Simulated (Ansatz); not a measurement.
Reactions of CH4FNTe (`NC(F)[TeH]`).

Computed with Ansatz on PBE0-D4/def2-TZVP structures; ΔE is electronic, products minus reactants. CCSD(T)/CBS is the MP2 limit (def2-TZVPP, def2-QZVPP) plus CCSD(T) − MP2 in def2-TZVPP, frozen cores. This one scheme is used for every species, atoms too. Open shells (•) are unrestricted, without spin–orbit coupling. Spin–orbit coupling would lower the free atoms: a little for C, F; strongly for Te. def2 core potentials past Kr. For Te outer-core shells are correlated without core-valence functions, so the limit isn't a true one: a few kJ/mol of doubt a bond, and 10 to 20 or more in all where bonds break to atoms. Each species was taken in one conformer, which may not be the lowest.

(1) Order these by ΔE at CCSD(T)/CBS, lowest first. (Estimate.)
A. `NC(F)[TeH]` + PH₃ → `P[TeH]` + `NCF`
B. `NC(F)[TeH]` + silanol → `NC(F)O[SiH3]` + H₂Te
C. `NC(F)[TeH]` → C• + F• + 4 H• + N• + Te•
D. `NC(F)[TeH]` + `CCC[SiH2]O` → `CCC[TeH]` + `NC(F)[SiH2]O`
E. `NC(F)[TeH]` + `OCS` → `NC(F)OCS` + H₂Te
F. `NC(F)[TeH]` + H₂ → H₂Te + `NCF`

Largest T1 diagnostic: 0.013, for PH₃.

Answers

(1) A (-0.94 eV), F (-0.79 eV), E (-0.32 eV), B (-0.18 eV), D (-0.08 eV), C (+26.79 eV).
